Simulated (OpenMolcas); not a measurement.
GeH at 1.603 Å: OpenMolcas input and output

Input (each module block was a call of its own in one work directory; start orbitals came from a preliminary run):

```
&GATEWAY
Coord
2
angstrom
Ge 0.0 0.0 0.0
H 0.0 0.0 1.6030
Basis=ANO-RCC-VTZP
Group=XY
RX2C
AMFI
ANGMom
0.0 0.0 0.0
RICD
&SEWARD
&GUESSORB
&RASSCF
FileOrb=$CurrDir/o22.orb
Symmetry=2
Spin=2
nActEl=5 0 0
Inactive=8 6
RAS2=3 2
CIRoot=2 2 1
Linear
Iterations=120 100
OrbListing=Nothing
PRWF=0.15
>>COPY $Project.RasOrb $CurrDir/o22.orb
>>COPY $Project.rasscf.h5 $CurrDir/r22.h5
&CASPT2
XMultistate=all
Imaginary=0.2
IPEA=0.25
MaxIter=40
>>COPY $Project.JobMix JOB001
&RASSCF
FileOrb=$CurrDir/o41.orb
Symmetry=1
Spin=4
nActEl=5 0 0
Inactive=8 6
RAS2=3 2
CIRoot=2 2 1
Linear
Iterations=120 100
OrbListing=Nothing
PRWF=0.15
>>COPY $Project.RasOrb $CurrDir/o41.orb
>>COPY $Project.rasscf.h5 $CurrDir/r41.h5
&CASPT2
XMultistate=all
Imaginary=0.2
IPEA=0.25
MaxIter=40
>>COPY $Project.JobMix JOB002
&RASSCF
FileOrb=$CurrDir/o21.orb
Symmetry=1
Spin=2
nActEl=5 0 0
Inactive=8 6
RAS2=3 2
CIRoot=5 5 1
Linear
Iterations=120 100
OrbListing=Nothing
PRWF=0.15
>>COPY $Project.RasOrb $CurrDir/o21.orb
>>COPY $Project.rasscf.h5 $CurrDir/r21.h5
&CASPT2
XMultistate=all
Imaginary=0.2
IPEA=0.25
MaxIter=40
>>COPY $Project.JobMix JOB003
```

```bash
pymolcas m.inp
```

RASSCF and CASPT2 output of these blocks, in excerpt:

```
++    Wave function specifications:
      Number of closed shell electrons          28
      Number of electrons in active shells       5
      Number of inactive orbitals               14
      Number of active orbitals                  5
      Number of secondary orbitals              38
      Spin quantum number                      0.5
      State symmetry                             2
++    Orbital specifications:
      Symmetry species                           1   2
                                                 a   b
      Frozen orbitals                            0   0
      Inactive orbitals                          8   6
      Active orbitals                            3   2
      RAS2 orbitals                              3   2
      Secondary orbitals                        20  18
      Number of basis functions                 31  26
      printout of CI-coefficients larger than  0.15 for root  1
      energy=   -2097.661742
      conf/sym  111 22     Coeff  Weight
            11  022 u0  -0.98383 0.96792
      printout of CI-coefficients larger than  0.15 for root  2
      energy=   -2097.661742
      conf/sym  111 22     Coeff  Weight
            12  022 0u  -0.98383 0.96792
      Natural orbitals and occupation numbers for root  1
      sym 1:   0.031316   1.976707   1.960120
      sym 2:   1.000000   0.031857
      Natural orbitals and occupation numbers for root  2
      sym 1:   0.031316   1.976707   1.960120
      sym 2:   0.031857   1.000000
      RASSCF energy for state  2                  -2097.66174218
::    RASSCF root number  1 Total energy:  -2097.66174218
::    RASSCF root number  2 Total energy:  -2097.66174218
      Von Neumann Entropy (Root   1) =  0.73421
++    Wave function specifications:
      Number of closed shell electrons           0
      Number of electrons in active shells       5
      Number of inactive orbitals                0
      Number of active orbitals                  5
      Number of secondary orbitals              38
      Spin quantum number                      0.5
      State symmetry                             2
      Number of CSFs                            36
      Number of CASSCF root(s) available         2
      CASPT2 state passed to geometry opt.       2
      A file JOBMIX will be created
      This is a MULTI-STATE CASSCF reference
      Number of CI roots used                    2
      These are:                                 1   2
      Off-diagonal elements of Heff are computed
  FINAL CASPT2 RESULT:
      Reference energy:       -2097.6617421764
      E2 (Non-variational):      -0.0536293265
      Shift correction:          -0.0007419085
      E2 (Variational):          -0.0543712350
      Total energy:           -2097.7161134114
      Reference weight:           0.97195
  FINAL CASPT2 RESULT:
      Reference energy:       -2097.6617421763
      E2 (Non-variational):      -0.0536293294
      Shift correction:          -0.0007419086
      E2 (Variational):          -0.0543712380
      Total energy:           -2097.7161134144
      Reference weight:           0.97195
       Total XMS-CASPT2 energies:
::    XMS-CASPT2 Root  1     Total energy:  -2097.71611341
::    XMS-CASPT2 Root  2     Total energy:  -2097.71611341
++    Wave function specifications:
      Number of closed shell electrons          28
      Number of electrons in active shells       5
      Number of inactive orbitals               14
      Number of active orbitals                  5
      Number of secondary orbitals              38
      Spin quantum number                      1.5
      State symmetry                             1
      printout of CI-coefficients larger than  0.15 for root  1
      energy=   -2097.601986
      conf/sym  111 22     Coeff  Weight
             5  02u uu   0.96713 0.93534
             8  0u2 uu   0.17150 0.02941
      printout of CI-coefficients larger than  0.15 for root  2
      energy=   -2097.422860
      conf/sym  111 22     Coeff  Weight
             2  u20 uu  -0.40019 0.16015
             5  02u uu   0.18268 0.03337
             8  0u2 uu  -0.88133 0.77675
      Natural orbitals and occupation numbers for root  1
      sym 1:   0.035847   1.962733   1.001420
      sym 2:   1.000000   1.000000
      Natural orbitals and occupation numbers for root  2
      sym 1:   0.204439   1.125982   1.669579
      sym 2:   1.000000   1.000000
      RASSCF energy for state  2                  -2097.42285972
::    RASSCF root number  1 Total energy:  -2097.60198615
::    RASSCF root number  2 Total energy:  -2097.42285972
      Von Neumann Entropy (Root   1) =  1.63031
++    Wave function specifications:
      Number of closed shell electrons           0
      Number of electrons in active shells       5
      Number of inactive orbitals                0
      Number of active orbitals                  5
      Number of secondary orbitals              38
      Spin quantum number                      1.5
      State symmetry                             1
      Number of CSFs                            12
      Number of CASSCF root(s) available         2
      CASPT2 state passed to geometry opt.       2
      A file JOBMIX will be created
      This is a MULTI-STATE CASSCF reference
      Number of CI roots used                    2
      These are:                                 1   2
      Off-diagonal elements of Heff are computed
  FINAL CASPT2 RESULT:
      Reference energy:       -2097.6019861511
      E2 (Non-variational):      -0.0493666820
      Shift correction:          -0.0009370107
      E2 (Variational):          -0.0503036926
      Total energy:           -2097.6522898437
      Reference weight:           0.97060
  FINAL CASPT2 RESULT:
      Reference energy:       -2097.4228597215
      E2 (Non-variational):      -0.0439376138
      Shift correction:          -0.0028122219
      E2 (Variational):          -0.0467498357
      Total energy:           -2097.4696095572
      Reference weight:           0.96404
       Total XMS-CASPT2 energies:
::    XMS-CASPT2 Root  1     Total energy:  -2097.65175271
::    XMS-CASPT2 Root  2     Total energy:  -2097.47014669
++    Wave function specifications:
      Number of closed shell electrons          28
      Number of electrons in active shells       5
      Number of inactive orbitals               14
      Number of active orbitals                  5
      Number of secondary orbitals              38
      Spin quantum number                      0.5
      State symmetry                             1
      printout of CI-coefficients larger than  0.15 for root  1
      energy=   -2097.541475
      conf/sym  111 22     Coeff  Weight
            21  02u du  -0.84210 0.70913
            22  02u ud   0.48618 0.23638
            25  uud du  -0.16319 0.02663
      printout of CI-coefficients larger than  0.15 for root  2
      energy=   -2097.531957
      conf/sym  111 22     Coeff  Weight
            21  02u du   0.49302 0.24307
            22  02u ud   0.85393 0.72920
      printout of CI-coefficients larger than  0.15 for root  3
      energy=   -2097.531957
      conf/sym  111 22     Coeff  Weight
            20  02u 20   0.69723 0.48613
            23  02u 02  -0.69723 0.48613
      printout of CI-coefficients larger than  0.15 for root  4
      energy=   -2097.506625
      conf/sym  111 22     Coeff  Weight
            20  02u 20   0.69027 0.47648
            23  02u 02   0.69027 0.47648
      printout of CI-coefficients larger than  0.15 for root  5
      energy=   -2097.448860
      conf/sym  111 22     Coeff  Weight
             1  22u 00  -0.17244 0.02973
             3  u22 00  -0.94691 0.89663
      Natural orbitals and occupation numbers for root  1
      sym 1:   0.042585   1.956860   1.000555
      sym 2:   1.000000   1.000000
      Natural orbitals and occupation numbers for root  2
      sym 1:   0.027633   1.972383   0.999984
      sym 2:   1.000000   1.000000
      Natural orbitals and occupation numbers for root  3
      sym 1:   0.027633   1.972383   0.999984
      sym 2:   1.000000   1.000000
      Natural orbitals and occupation numbers for root  4
      sym 1:   0.032746   1.946177   0.996390
      sym 2:   1.012344   1.012344
      Natural orbitals and occupation numbers for root  5
      sym 1:   0.963072   1.931797   1.964151
      sym 2:   0.070490   0.070490
      RASSCF energy for state  5                  -2097.44886014
::    RASSCF root number  1 Total energy:  -2097.54147530
::    RASSCF root number  2 Total energy:  -2097.53195732
::    RASSCF root number  3 Total energy:  -2097.53195732
::    RASSCF root number  4 Total energy:  -2097.50662518
::    RASSCF root number  5 Total energy:  -2097.44886014
      Von Neumann Entropy (Root   1) =  1.64891
++    Wave function specifications:
      Number of closed shell electrons           0
      Number of electrons in active shells       5
      Number of inactive orbitals                0
      Number of active orbitals                  5
      Number of secondary orbitals              38
      Spin quantum number                      0.5
      State symmetry                             1
      Number of CSFs                            39
      Number of CASSCF root(s) available         5
      CASPT2 state passed to geometry opt.       5
      A file JOBMIX will be created
      This is a MULTI-STATE CASSCF reference
      Number of CI roots used                    5
      These are:                                 1   2   3   4   5
      Off-diagonal elements of Heff are computed
  FINAL CASPT2 RESULT:
      Reference energy:       -2097.5414752994
      E2 (Non-variational):      -0.0518859446
      Shift correction:          -0.0009273617
      E2 (Variational):          -0.0528133063
      Total energy:           -2097.5942886057
      Reference weight:           0.96948
  FINAL CASPT2 RESULT:
      Reference energy:       -2097.5319573237
      E2 (Non-variational):      -0.0609636190
      Shift correction:          -0.0013465879
      E2 (Variational):          -0.0623102068
      Total energy:           -2097.5942675305
      Reference weight:           0.96137
  FINAL CASPT2 RESULT:
      Reference energy:       -2097.5319573237
      E2 (Non-variational):      -0.0609514000
      Shift correction:          -0.0013453137
      E2 (Variational):          -0.0622967138
      Total energy:           -2097.5942540374
      Reference weight:           0.96138
  FINAL CASPT2 RESULT:
      Reference energy:       -2097.5066251766
      E2 (Non-variational):      -0.0574071622
      Shift correction:          -0.0012280859
      E2 (Variational):          -0.0586352481
      Total energy:           -2097.5652604247
      Reference weight:           0.96429
  FINAL CASPT2 RESULT:
      Reference energy:       -2097.4488601372
      E2 (Non-variational):      -0.0778838305
      Shift correction:          -0.0013168357
      E2 (Variational):          -0.0792006662
      Total energy:           -2097.5280608034
      Reference weight:           0.95029
       Total XMS-CASPT2 energies:
::    XMS-CASPT2 Root  1     Total energy:  -2097.59428861
::    XMS-CASPT2 Root  2     Total energy:  -2097.59426753
::    XMS-CASPT2 Root  3     Total energy:  -2097.59425404
::    XMS-CASPT2 Root  4     Total energy:  -2097.56541302
::    XMS-CASPT2 Root  5     Total energy:  -2097.52790821
```

Only roots inside an energy window near the equilibrium distance were included, so the list of states is not complete; labels number the states computed. Each spin and symmetry block has orbitals of its own, averaged over its own roots, so gaps between blocks are less sure than gaps within one and near the minimum can be off by tenths of an eV, in bad cases by more. No Rydberg orbitals are active, so Rydberg states, and σ→σ* states whose orbital the CASSCF left unused, can be missing between those listed.
